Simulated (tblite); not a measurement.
Run record: tight-binding relaxation, `C#Cc1ncc(CF)[se]1`.

Computed with GFN2-xTB geometry optimisation, gas phase (tblite 0.8.0). Start geometry: from a force field or distance geometry. The input is one job of a driver script: a line of settings, then coordinates in Å.

Command:
```bash
OMP_NUM_THREADS=1 python probes_run.py task.json out
```

Input:
```
{"job": {"kind": "relax", "xc": "GFN2-xTB", "basis": "xTB"}, "charge": 0, "multiplicity": 1}
C      4.218600     0.052200     0.024600
C      2.978700     0.095700     0.004000
C      1.533300     0.113600    -0.015800
N      0.753000    -0.749900     0.491900
C     -0.529100    -0.804100     0.520000
C     -1.264400     0.184000    -0.095300
C     -2.711500     0.354700    -0.213500
F     -3.119000    -0.271700    -1.363900
Se     0.245600     1.384800    -0.801300
H      5.261800     0.008200     0.050900
H     -1.092600    -1.645600     1.012900
H     -3.262000    -0.146000     0.639300
H     -3.016800     1.424600    -0.271400
```

Output:
```
step      E/eV     max force
  0    -696.08189    4.844
  1    -696.35120    7.483
  2    -696.55826    3.694
  3    -696.77337    1.849
  4    -696.89051    1.131
  5    -696.96557    1.273
  6    -697.02265    0.534
  7    -697.06171    0.586
  8    -697.10050    0.661
  9    -697.13032    0.392
... (25 lines left out)
 35    -697.20027    0.069
 36    -697.20055    0.059
 37    -697.20071    0.035
 38    -697.20082    0.035
 39    -697.20089    0.024
 40    -697.20094    0.019
 41    -697.20097    0.025
 42    -697.20101    0.018
 43    -697.20103    0.012
 44    -697.20104    0.009
```

«max force» is the largest atomic force in eV/Å.

From which step on does the largest force stay under 0.1 eV/Å, and how much energy is left to gain from there?

From step 28 (0.086 eV/Å), 4.2 meV above the end.

Summary of the converged run: energy lowered by 25.8 kcal/mol over 44 steps; largest atomic force 0.009 eV/Å at the end.

Where do the atoms end?

0.234 Å rms from the input after alignment:
```
atom  x, y, z in Å
C1     3.9884    0.1985   -0.0680
C2     2.7960    0.0593    0.0097
C3     1.4057   -0.0648    0.0817
N4     0.7732   -1.0204    0.6628
C5    -0.5636   -0.9239    0.6005
C6    -1.0976    0.1540   -0.0496
C7    -2.5493    0.4204   -0.2537
F8    -2.9875   -0.1454   -1.4331
Se9    0.2579    1.2536   -0.7300
H10    5.0314    0.2998   -0.1245
H11   -1.1513   -1.6952    1.0697
H12   -3.1469   -0.0281    0.5471
H13   -2.7609    1.4926   -0.3303
```

The run took 0.25 s on an Arm Neoverse V2 with one thread (shared host).
Labels such as C1 count atoms from 1, the log's own numbers from 0.
